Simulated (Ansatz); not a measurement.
H2Be, charge -1, doublet, at the geometry of the source list (a state made from the parent by changing its charge; the spin is typed, not shown lowest) (a gas-phase anion, which may not be bound at this level); Ansatz (a first-principles code) with PBE0/6-31G*.

Here is a job for Ansatz.
Ansatz 0.2 input:
```yaml
crystal:
  periodic: [false, false, false]
  atoms:
    - {symbol: Be, position_ang: [0.00000000, 0.00000000, 0.00000000]}
    - {symbol: H, position_ang: [0.53390000, -0.70850000, 0.92260000]}
    - {symbol: H, position_ang: [-0.53390000, 0.70850000, -0.92260000]}
basis:
  gaussian:
    orbitals: 6-31G*
hamiltonian:
  xc: pbe0
total_charge: -1
magnetization: {spin_polarized: true, initial_magnetization: 1}
accuracy: high
```

### Question
Write the output that Ansatz gives for this input, abridged.

### Answer

```
Functional definition: PBE0
342 factors; integrals over basis functions are off by at most 1.7e-9 eV
mean field evaluation 1: about -430.1379 eV, gradient 3.1e0 eV
mean field evaluation 2: about -430.2376 eV, gradient 7.1e-1 eV
mean field evaluation 4: about -430.2410 eV, gradient 2.5e-1 eV
mean field evaluation 8: about -430.2420 eV, gradient 1.4e-3 eV
mean field evaluation 16: about -430.2420 eV, gradient 1.7e-7 eV
mean field evaluation 32: about -430.2420 eV, gradient 1.3e-8 eV
mean field -430.24201373 eV, -15.8111023760 hartree, gradient 1.5e-8 eV, S^2 0.755468; 1 other end points of the search recorded, 0 dependent functions left out
reference -430.24201571 eV, -15.8111024488 hartree; 4, 3 occupied and 15, 16 virtual orbitals, 342 factors
Total energy: -430.24201571 eV, -15.8111024488 hartree
```
